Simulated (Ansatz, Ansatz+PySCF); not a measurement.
| atom | x (Å) | y (Å) | z (Å) |
| --- | --- | --- | --- |
| S | 0.0000 | 0.0000 | 0.0000 |
| F | 1.7071 | 0.0000 | 0.0000 |
| F | -1.7071 | 0.0000 | 0.0000 |
| F | 0.0000 | 1.7071 | 0.0000 |
| F | 0.0000 | -1.7071 | 0.0000 |
| F | 0.0000 | 0.0000 | 1.7071 |
| F | 0.0000 | 0.0000 | -1.7071 |

Basis set: def2-SVP (spherical functions). Correlated methods keep 11 orbitals frozen. Charge 0, multiplicity 1.

Computed with Ansatz (development build ahead of 0.2.0); each method stands on the lowest determinant of its kind that the runs found. Restricted open shells among the atoms or ions are ROHF, correlated in semicanonical orbitals with singles.

**Question.** Give the atomization energy at this shape (free ground-state atoms in the same class of orbitals less the molecule, no zero-point energy) of singlet SF6 by RHF-MP2, UHF-MP2, RHF, UHF.

**Answer.**

```tsv
method	atomization energy
RHF-MP2	16.93 eV
UHF-MP2	16.96 eV
RHF	6.05 eV
UHF	5.36 eV
```

Caution: the shape is not the minimum.
